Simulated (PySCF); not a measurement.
One molecule, one basis, several functionals.

Species: CH8OSi2.
Geometry (PBE0-D3(BJ)/def2-SVP, Å), atoms numbered from 1 in this order:
```xyz
12
CH8OSi2 angstrom
C      1.9874   -0.5219    0.3267
Si     0.7656    0.6847   -0.4083
O     -0.7678    0.3438    0.1055
Si    -2.1567   -0.2296    0.7712
H      1.7518   -1.5545    0.0264
H      3.0086   -0.2906   -0.0161
H      1.9771   -0.4721    1.4265
H      0.7933    0.6064   -1.9006
H      1.1035    2.0809    0.0043
H     -1.8666   -1.4088    1.6436
H     -2.8006    0.8350    1.5967
H     -3.1017   -0.6485   -0.3063
```

PySCF, def2-SVPD basis, density fitting, gas phase, PBE0-D3(BJ)/def2-SVP geometry; singlet excitations by full TDDFT with frozen cores, triplets by Tamm–Dancoff TDDFT and ionisation energies by ΔSCF, from the lowest of the holes tried. One functional is left out:

| functional | exact exchange (%) | HOMO energy (eV) | LUMO energy (eV) | lowest singlet excitation (eV) | lowest triplet excitation (eV) | dipole moment (D) | mean polarisability (au) | vertical ionisation energy (eV) |
| --- | --- | --- | --- | --- | --- | --- | --- | --- |
| LDA | 0 | -7.06 | -1.01 | 6.14 | 5.95 | 0.963 | 75.0 | 9.88 |
| PBE | 0 | -7.03 | -0.78 | 6.32 | 6.08 | 0.941 | 73.2 | 9.83 |
| PBE0 | 25 | -8.42 | 0.06 | 7.09 | 6.76 | 0.931 | 70.0 | 10.31 |
| BHandHLYP | 50 | -9.77 | 0.79 | 7.75 | 7.36 | 0.889 | 67.3 | 10.67 |

Q: Predict the row of B3LYP (20 % exact exchange) by straight lines through the other rows, and check it.

A: 
```tsv
property	line	computed	computed − line	PBE0 (25 %), for comparison
HOMO energy (eV)	-8.14	-8.23	-0.09	-8.42
LUMO energy (eV)	-0.19	-0.16	+0.03	0.06
lowest singlet excitation (eV)	6.86	6.98	+0.12	7.09
lowest triplet excitation (eV)	6.57	6.71	+0.14	6.76
dipole moment (D)	0.929	0.902	-0.027	0.931
mean polarisability (au)	71.2	70.5	-0.7	70.0
vertical ionisation energy (eV)	10.19	11.38	+1.19	10.31
```

Q: Which of these properties follows the share of exact exchange most closely, and which least?

A: Most closely the HOMO energy, least the dipole moment; the correlations over the tabulated rows are HOMO energy -1.000, vertical ionisation energy 0.997, lowest triplet excitation 0.995, lowest singlet excitation 0.993, LUMO energy 0.991, mean polarisability -0.971, dipole moment -0.943. The HOMO energy moves by -0.545 eV for every 10 %. Functionals with the same share still differ in their other parts: at 0 % LDA and PBE differ by 0.03 eV in it.
